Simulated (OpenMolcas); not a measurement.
Pt5+ in a point-charge field

Pt5+ among 4 point charges of -2 e arranged as a tetrahedron (Td), 1.95 Å from the ion.
```
   1.1258    1.1258    1.1258  -2.00
   1.1258   -1.1258   -1.1258  -2.00
  -1.1258    1.1258   -1.1258  -2.00
  -1.1258   -1.1258    1.1258  -2.00
```

* Program: OpenMolcas
* Method: CASSCF
* Basis: ANO-RCC-VDZP [7s6p4d2f]
* Scalar Hamiltonian: DKH2, point nucleus
* Active space: 5 electrons in 5 orbitals (5d)
* State averaging: 2S+1 = 6 even, 1 root; 2S+1 = 4 even, 24 roots; 2S+1 = 2 even, 75 roots
* Spin-orbit coupling: state interaction with AMFI integrals over the reference wave functions

The lowest spin-free states (labels of Td), above the lowest:

| State | Degeneracy | E (cm-1) | Free-ion L (%) |
| --- | --- | --- | --- |
| 6A1 | 1 | 0.0 | S (100) |
| 4T1 | 3 | 28527 | G (83) |
| 4T2 | 3 | 29656 | G (99) |
| 4A1 | 1 | 29862 | G (100) |
| 4E | 2 | 29936 | G (100) |
| 4T2 | 3 | 36243 | D (97) |
| 4T1 | 3 | 36323 | P (84) |
| 4E | 2 | 36685 | D (100) |
| 2T2 | 3 | 40996 | I (79) |
| 2A2 | 1 | 41896 | I (88) |
| 2T1 | 3 | 41981 | I (91) |
| 2T2 | 3 | 42456 | I (93) |
| 2E | 2 | 42747 | I (98) |
| 2A1 | 1 | 42889 | I (100) |
| 2T2 | 3 | 46653 | D (57) |
| 2E | 2 | 48203 | D (84) |
| 4A2 | 1 | 49320 | F (100) |
| 2T1 | 3 | 49531 | F (80) |
| 4T1 | 3 | 49773 | F (99) |
| 4T2 | 3 | 50163 | F (96) |

The lowest levels with spin-orbit coupling:

```
E (cm-1)  Degeneracy  Label      2S+1               g
     0.0           4     Γ8  6 (83 %)                
    51.9           2     Γ7  6 (83 %)  3.21 3.21 3.21
   20654           4     Γ8  4 (55 %)                
   22878           2     Γ7  4 (58 %)  1.63 1.63 1.63
   28132           2     Γ6  4 (87 %)  1.69 1.69 1.69
   28275           4     Γ8  4 (88 %)                
   28740           2     Γ7  4 (85 %)  0.69 0.69 0.69
   29303           4     Γ8  4 (83 %)                
   29932           2     Γ7  4 (81 %)  1.60 1.60 1.60
   30003           2     Γ6  4 (73 %)  3.95 3.95 3.95
   30044           4     Γ8  4 (75 %)                
   30849           2     Γ6  4 (90 %)  2.88 2.88 2.88
   30891           4     Γ8  4 (88 %)                
   31544           2     Γ7  4 (80 %)  2.06 2.06 2.06
   31747           4     Γ8  4 (83 %)                
   32127           4     Γ8  4 (89 %)                
   33059           4     Γ8  4 (87 %)                
   35377           2     Γ6         4  1.83 1.83 1.83
   37471           2     Γ7         4  3.73 3.73 3.73
   39150           4     Γ8         4
```

Powder χT (cm3 K/mol): 2.58 at 2 K, 2.91 at 10 K, 3.78 at 50 K, 3.96 at 100 K, 4.02 at 200 K, 4.03 at 300 K. The effective moment at 300 K is 2.828 √(χT) = 5.68 μB.

A least-squares ligand-field fit to the states below 45000 cm-1, each weighted by its degeneracy and with a free common offset, gives 10Dq = -3248 cm-1 (negative for this site), B = 970 cm-1 and C = 4033 cm-1 (C/B = 4.16), with an rms deviation of 27 cm-1.

Without dynamic correlation the repulsion within the d shell is too large (B by tens of per cent), so at a given field states of lower spin stand too high. Point charges give a weaker field than real ligands, and real ions of this kind are as a rule low spin; the high spin found here belongs to the model. Point charges carry no covalency, so the field is a model and not that of real ligands. No measured value stands beside these numbers.
